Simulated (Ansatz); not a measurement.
A made-up structure of NaBH₂Se, closed shell:

```
5
angstrom
B -0.5216 0.1065 -0.2726
Se 1.7140 -0.0126 1.2239
Na 0.6375 -1.2897 -0.7915
H -1.5663 0.3255 -0.8141
H -0.2635 0.8702 0.6542
```

It is relaxed with PBE-D4/def2-SVP and then PBE0-D4/def2-TZVP (Ansatz 0.2.0). Atoms count as bonded within 1.22 times the sum of their covalent radii (H–H: 0.88 Å). The end point is not checked to be a true minimum.

Problem. Does its bonding change? (A judgement: the text doesn't fix the answer.)

Solution. Computed: Yes. Formed: B1–Se2, Na3–H4; broken: none.

Where it ends: The first stage lowers the energy by 5.58 eV in 8 steps. It ends as NaBH₂Se ([H]1[BH]2[Se][Na]12):
B1  (-0.275, 0.466, 0.254)
Se2  (1.401, -0.177, 0.839)
Na3  (0.593, -1.647, -1.170)
H4  (-0.889, -0.041, -0.681)
H5  (-0.830, 1.399, 0.758)
(Å)

Labels in which every atom is bracketed show which atoms are joined, not bond orders.

For scale, one of the runs: PBE0-D4/def2-TZVP relaxation, 123 basis functions, launched by `ansatz run in.yaml --threads 2 --pin off --events-out ev --progress --plain --max-ram 4352MiB`. Hardware: 2 CPU threads of an Arm Neoverse V2, shared host. Wall time about 14 s.
